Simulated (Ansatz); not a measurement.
`CC(C)OB(F)S`, relaxed with RKS PBE0-D4/def2-TZVP in the Gaussian-basis code of Ansatz from a GFN2-xTB geometry. The force threshold is 0.005 eV/Å; the program also tests the step.

The species carries charge 0 and has multiplicity 1.

Start:

```xyz
15

C     1.470   -0.703    0.028
C     0.032   -0.439   -0.405
C    -0.045    0.119   -1.821
O    -0.556    0.529    0.474
B    -1.134    0.248    1.634
F    -1.251   -1.007    2.080
S    -1.793    1.596    2.638
H     1.488   -1.100    1.041
H     2.041    0.222    0.004
H     1.930   -1.424   -0.642
H    -0.548   -1.368   -0.334
H    -1.077    0.337   -2.083
H     0.353   -0.607   -2.524
H     0.532    1.037   -1.889
H    -1.442    2.560    1.799
```

```
         step  energy (eV)  largest force (eV/Å)  largest move (Å)
            1  -19511.7888                 0.671             0.000
            2  -19511.8144                 0.229             0.032
            3  -19511.8176                 0.211             0.050
            4  -19511.8207                 0.119             0.025
            5  -19511.8216                 0.049             0.006
            6  -19511.8218                 0.025             0.006
            7  -19511.8219                 0.006             0.008
            8  -19511.8220                 0.029             0.015
            9  -19511.8220                 0.029             0.015
           10  -19511.8221                 0.023             0.028
11 (rejected)  -19511.8221                 0.033             0.019
           12  -19511.8221                 0.006             0.009
           13  -19511.8221                 0.003             0.004
```

End:

```xyz
15

C     1.478   -0.696    0.026
C     0.053   -0.421   -0.401
C    -0.050    0.093   -1.818
O    -0.510    0.585    0.458
B    -1.149    0.273    1.596
F    -1.315   -0.995    1.982
S    -1.834    1.554    2.683
H     1.513   -1.069    1.051
H     2.074    0.218   -0.033
H     1.931   -1.447   -0.625
H    -0.540   -1.336   -0.298
H    -1.089    0.296   -2.082
H     0.347   -0.646   -2.518
H     0.522    1.017   -1.929
H    -1.432    2.573    1.908
```

Run time 22 s (2 threads of an AMD EPYC 7R13 on a shared host and a share of an NVIDIA H100 80 GB); peak host memory 0.95 GiB.
